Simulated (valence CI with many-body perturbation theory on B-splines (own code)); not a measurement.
E1 transitions of As¹⁹⁺

Computed by valence CI with perturbative core correlation (CI+MBPT): four valence electrons over a frozen Dirac-Fock core [Ne], a basis of 11 s, 11 p, 10 d, 8 f, 5 g, 2 h functions for each j, with the one-electron correlation potential Σ1 (screened to all orders), the two-electron term Σ2, the three-electron term Σ3, Breit, model QED; selected single and double excitations, second order for the rest, scaled by the run's own slope (own B-spline code, finite nucleus).

No measured spectrum was set against this ion. As an estimate, levels of excited configurations hold to 0.05 to 0.15 % of their energy, terms of the ground configuration to about 0.5 %. Among the levels kept, up to 840 cm⁻¹ of a level comes from second order outside the variational space, and about a tenth of that is noise between levels of different J, which matters for small intervals.

Lines 51 to 100 of 567 in falling wavelength, among levels below 1863700 cm⁻¹, chosen from the strongest by gf and those to the six lowest levels. Wavelengths and rates use the calculated energies, so an error of 300 cm⁻¹ moves a line at 21.20 nm by 0.064 % and its rate by three times that or more. Electric multipoles are in the length gauge, E1 and E2 with the static RPA response of the core. Weak lines are less certain than strong ones. Lines between different terms over intervals too small for the method are left out, as are lines whose strength nearly cancels. Where a level lies close to another of its J and parity, the split of strength between their lines is uncertain. The highest levels of a list are the least certain.

Names give the largest LS component (configuration and term), which can be under half, so a name can repeat, a term be missing and a line seem to break the LS rules; names also repeat where a configuration has a term twice. Letters in brackets count levels of one name in rising energy.

| λ vac (nm) | Upper | Lower | A (s⁻¹) | S (a.u.) with core polarisation | S without |
| --- | --- | --- | --- | --- | --- |
| 21.20 | 3s 3p2 3d 3F_3 [c] | 3s2 3p 3d 3P°_2 [b] | 2.13e+09 | 7.01e-02 | 7.23e-02 |
| 21.19 | 3p3 3d 3D°_2 [b] | 3s 3p2 3d 3F_3 [b] | 4.30e+09 | 1.01e-01 | 1.04e-01 |
| 21.16 | 3s 3p2 3d 3G_5 | 3s2 3p 3d 3F°_4 | 1.25e+10 | 6.41e-01 | 6.60e-01 |
| 21.07 | 3s 3p3 3D°_1 | 3s2 3p2 3P_0 | 4.61e+09 | 6.39e-02 | 6.59e-02 |
| 21.03 | 3p3 3d 3F°_4 [b] | 3s 3p2 3d 3F_4 [b] | 3.76e+09 | 1.55e-01 | 1.60e-01 |
| 20.83 | 3p3 3d 5D°_3 | 3s 3p2 3d 5P_2 | 3.01e+09 | 9.40e-02 | 9.69e-02 |
| 20.83 | 3s 3p3 1D°_2 | 3s2 3p2 1D_2 | 7.46e+09 | 1.67e-01 | 1.72e-01 |
| 20.83 | 3p3 3d 5D°_3 | 3s 3p2 3d 3F_4 [a] | 7.08e+09 | 2.21e-01 | 2.28e-01 |
| 20.80 | 3s 3p2 3d 3D_3 [b] | 3s2 3p 3d 1D°_2 | 2.78e+09 | 8.64e-02 | 8.91e-02 |
| 20.79 | 3p3 3d 1G°_4 | 3s 3p2 3d 3G_3 | 2.80e+09 | 1.12e-01 | 1.15e-01 |
| 20.72 | 3p3 3d 3F°_4 [a] | 3s 3p2 3d 3F_4 [a] | 6.62e+09 | 2.61e-01 | 2.69e-01 |
| 20.68 | 3p3 3d 3F°_3 [b] | 3s 3p2 3d 3F_3 [b] | 2.23e+09 | 6.81e-02 | 7.02e-02 |
| 20.47 | 3p3 3d 5D°_3 | 3s 3p2 3d 5P_3 | 4.47e+09 | 1.33e-01 | 1.37e-01 |
| 20.42 | 3s 3p 3d2 3G°_3 [b] | 3s 3p2 3d 3D_3 [d] | 2.66e+09 | 7.81e-02 | 8.05e-02 |
| 20.35 | 3p3 3d 3D°_2 [a] | 3s 3p2 3d 3F_3 [a] | 4.88e+09 | 1.01e-01 | 1.05e-01 |
| 20.34 | 3s 3p3 3P°_1 | 3s2 3p2 3P_2 | 7.90e+08 | 9.84e-03 | 1.02e-02 |
| 20.31 | 3s 3p2 3d 3F_3 [c] | 3s2 3p 3d 1D°_2 | 2.60e+09 | 7.54e-02 | 7.77e-02 |
| 20.28 | 3s 3p3 3P°_2 | 3s2 3p2 3P_2 | 8.17e+09 | 1.68e-01 | 1.73e-01 |
| 20.26 | 3p3 3d 3P°_2 [a] | 3s 3p2 3d 3D_3 [a] | 6.48e+09 | 1.33e-01 | 1.37e-01 |
| 20.10 | 3p3 3d 3D°_3 [a] | 3s 3p2 3d 3F_3 [a] | 4.21e+09 | 1.18e-01 | 1.22e-01 |
| 20.08 | 3s 3p2 3d 3G_4 | 3s2 3p 3d 3F°_3 | 1.47e+10 | 5.28e-01 | 5.44e-01 |
| 20.01 | 3p3 3d 3F°_2 [b] | 3s 3p2 3d 3D_2 [b] | 4.69e+09 | 9.27e-02 | 9.55e-02 |
| 20.01 | 3p3 3d 3F°_3 [a] | 3s 3p2 3d 5D_4 | 7.47e+09 | 2.07e-01 | 2.13e-01 |
| 19.99 | 3p3 3d 3F°_2 [a] | 3s 3p2 3d 5D_3 | 4.07e+09 | 8.03e-02 | 8.27e-02 |
| 19.88 | 3s 3p 3d2 3D°_2 | 3s 3p2 3d 1D_2 [a] | 3.61e+09 | 7.00e-02 | 7.21e-02 |
| 19.88 | 3s 3p 3d2 3H°_5 | 3s 3p2 3d 3F_4 [c] | 2.00e+09 | 8.53e-02 | 8.79e-02 |
| 19.85 | 3p3 3d 3F°_3 [b] | 3s 3p2 3d 1F_3 [a] | 3.49e+09 | 9.42e-02 | 9.71e-02 |
| 19.74 | 3p3 3d 3D°_2 [c] | 3s 3p2 3d 1D_2 [a] | 4.16e+09 | 7.90e-02 | 8.14e-02 |
| 19.70 | 3s 3p3 3P°_0 | 3s2 3p2 3P_1 | 9.33e+09 | 3.52e-02 | 3.63e-02 |
| 19.66 | 3s 3p2 3d 3G_3 | 3s2 3p 3d 3F°_2 | 1.34e+10 | 3.51e-01 | 3.61e-01 |
| 19.52 | 3p3 3d 3G°_5 | 3s 3p2 3d 3F_4 [a] | 3.65e+09 | 1.47e-01 | 1.51e-01 |
| 19.50 | 3s 3p3 3P°_1 | 3s2 3p2 3P_1 | 6.88e+09 | 7.55e-02 | 7.79e-02 |
| 19.45 | 3p3 3d 3D°_3 [b] | 3s 3p2 3d 1G_4 | 2.81e+09 | 7.16e-02 | 7.37e-02 |
| 19.44 | 3s 3p3 3P°_2 | 3s2 3p2 3P_1 | 8.49e+07 | 1.54e-03 | 1.59e-03 |
| 19.44 | 3p3 3d 3D°_1 [a] | 3s 3p2 3d 3F_2 [a] | 6.48e+09 | 7.04e-02 | 7.26e-02 |
| 19.43 | 3s 3p2 3d 3F_4 [c] | 3s2 3p 3d 3D°_3 | 1.77e+10 | 5.75e-01 | 5.93e-01 |
| 19.37 | 3s 3p2 3d 3D_2 [d] | 3s2 3p 3d 3D°_1 | 6.26e+09 | 1.12e-01 | 1.16e-01 |
| 19.32 | 3s 3p2 3d 3D_2 [a] | 3s2 3p 3d 3F°_2 | 5.80e+09 | 1.03e-01 | 1.06e-01 |
| 19.30 | 3p3 3d 5D°_4 | 3s 3p2 3d 5D_4 | 1.05e+10 | 3.34e-01 | 3.44e-01 |
| 19.28 | 3p3 3d 3F°_2 [b] | 3s 3p2 3d 3D_1 [a] | 5.98e+09 | 1.06e-01 | 1.09e-01 |
| 19.14 | 3s 3p2 3d 1F_3 [a] | 3s2 3p 3d 3F°_3 | 3.10e+09 | 7.52e-02 | 7.76e-02 |
| 19.11 | 3p3 3d 5D°_4 | 3s 3p2 3d 5F_5 | 1.49e+10 | 4.62e-01 | 4.76e-01 |
| 19.09 | 3s 3p2 3d 3D_3 [b] | 3s2 3p 3d 3P°_2 [a] | 3.75e+09 | 9.02e-02 | 9.29e-02 |
| 19.05 | 3p3 3d 3F°_4 [b] | 3s 3p2 3d 1F_3 [a] | 3.24e+09 | 9.96e-02 | 1.03e-01 |
| 19.00 | 3s 3p2 3d 3F_2 [b] | 3s2 3p 3d 3D°_1 | 1.25e+10 | 2.12e-01 | 2.18e-01 |
| 18.97 | 3p3 3d 3F°_3 [a] | 3s 3p2 3d 5F_4 | 4.13e+09 | 9.73e-02 | 1.00e-01 |
| 18.94 | 3p3 3d 3D°_3 [a] | 3s 3p2 3d 5D_4 | 3.26e+09 | 7.65e-02 | 7.89e-02 |
| 18.93 | 3p3 3d 3F°_3 [b] | 3s 3p2 3d 3G_4 | 1.21e+10 | 2.83e-01 | 2.92e-01 |
| 18.89 | 3p3 3d 5D°_4 | 3s 3p2 3d 5D_3 | 2.70e+09 | 8.09e-02 | 8.34e-02 |
| 18.87 | 3p3 3d 3F°_3 [b] | 3s 3p2 3d 3D_2 [a] | 7.46e+09 | 1.73e-01 | 1.78e-01 |
